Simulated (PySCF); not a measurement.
**Electron correlation in P²⁺ (phosphorus, charge +2)**

[Ne] 3s2 3p1, 2P determinant. Computed with PySCF 2.14 in aug-cc-pwCVQZ, with no relativity, point nucleus. Frozen: [Ne]; 3 electrons correlated.

MP2 pair energies summed by pair of shells (mhartree):

```json
{"pair": "3s-3s", "energy": "-26.85", "share (%)": "54.1"}
{"pair": "3s-3p", "energy": "-22.76", "share (%)": "45.9"}
```

Total MP2 correlation energy: -49.61 mhartree.

Same-spin part -3.10 and opposite-spin part -46.51 mhartree; SCS-MP2 scales them by 1/3 and 6/5 to -56.84 mhartree.
